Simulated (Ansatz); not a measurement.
Compare A (`BC#CC`) with its isomer B (`CC1=CB1`).

Gas-phase electronic energies from Ansatz, PBE0-D4/def2-TZVP geometries. CCSD(T)/CBS adds triple-zeta CCSD(T) − MP2 to the extrapolated MP2 energy (def2 sets, frozen cores). DFT in def2-TZVPP. B3LYP here is the variant with VWN-RPA as its local correlation; programs differ in this.

A:

```xyz
9

B    -1.163   -1.948   -0.424
C    -0.407   -0.691   -0.143
C     0.206    0.332    0.085
C     0.931    1.553    0.347
H    -0.799   -2.686   -1.291
H    -2.136   -2.219    0.215
H     0.646    2.313   -0.387
H     2.009    1.398    0.257
H     0.713    1.948    1.342
```

B:

```xyz
9

C     0.8801    0.8738    0.4776
C    -0.0913   -0.1331    0.0134
C    -0.8598   -0.4340   -1.0535
B    -0.9280   -1.3422    0.0915
H     1.0485    1.6701   -0.2508
H     0.5375    1.3172    1.4162
H     1.8352    0.3901    0.6993
H    -1.0801   -0.0379   -2.0365
H    -1.3422   -2.3040    0.6427
```

(1) Which isomer does CCSD(T)/CBS put lower? Give the gap. (Best estimate.)

(2) Give E(B) − E(A) in kcal/mol with B3LYP-D4, PBE-D4, B2PLYP, B3LYP, CCSD(T)/def2-TZVPP, PBE0-D4, CCSD/def2-TZVPP. (Estimate.)

(3) Does the order hold for the free energy at 298.15 K (harmonic terms from PBE0-D4)? (An estimate is asked.)

Largest T1 diagnostic: 0.013.

Answers

(1) The calculation gave: B, by 7.5 kcal/mol.

(2) Computed: B3LYP-D4 -6.5, PBE-D4 -10.2, B2PLYP -5.9, B3LYP -5.9, CCSD(T)/def2-TZVPP -7.0, PBE0-D4 -12.6, CCSD/def2-TZVPP -7.2. None reverses the order clearly.

(3) Computed: Yes: G(B) − G(A) = -4.1 kcal/mol. Modes under 60 cm⁻¹, often nearly free rotors, make the harmonic entropy too high.

In def2-TZVPP, CCSD(T) changes the Hartree–Fock value by −1.0 kcal/mol (the triples alone add +0.3 kcal/mol) and MP2 by −1.6 kcal/mol. From BLYP to BHLYP (50 % exact exchange), in def2-TZVPP and without D4, E(B) − E(A) moves by −4.9 kcal/mol.
